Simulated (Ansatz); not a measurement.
All numbers were calculated with Ansatz.

C2H3ISi (`IC1=C[SiH2]1`) at its PBE0-D4/def2-TZVP geometry, where that method's forces vanish. Total charge 0; spin multiplicity 1. I takes the def2 core potential.

```
atom   x (Å)   y (Å)   z (Å)
  I1  -1.435   0.315  -2.518
  C2  -0.403   0.142  -0.740
  C3   0.346   0.946   0.001
 Si4   0.193  -0.712   0.737
  H5   0.697   1.969  -0.038
  H6   1.299  -1.695   0.665
  H7  -0.697  -0.965   1.893
```

Question: For each bond, give half the difference of the two atoms' forces along it (eV/Å; positive pushes the atoms apart) under PBE-D4, r2SCAN-D4, B3LYP-D4, ωB97M-V in def2-TZVPP. (Estimate.)

Answer: The calculation gave: 
| bond | length (Å) | PBE-D4 | r2SCAN-D4 | B3LYP-D4 | ωB97M-V |
| --- | --- | --- | --- | --- | --- |
| I1–C2 | 2.062 | 0.01 | 0.16 | 0.32 | 0.02 |
| C2–C3 | 1.325 | 0.41 | 0.07 | -0.09 | 0.01 |
| C2–Si4 | 1.807 | 0.28 | 0.01 | -0.01 | 0.03 |
| C3–Si4 | 1.820 | 0.32 | 0.14 | 0.16 | 0.05 |
| C3–H5 | 1.082 | -0.09 | -0.09 | -0.09 | -0.06 |
| Si4–H6 | 1.481 | -0.02 | -0.05 | -0.11 | -0.12 |
| Si4–H7 | 1.481 | -0.02 | -0.05 | -0.11 | -0.12 |

B3LYP here is the variant with VWN-RPA as its local correlation; programs differ in this.
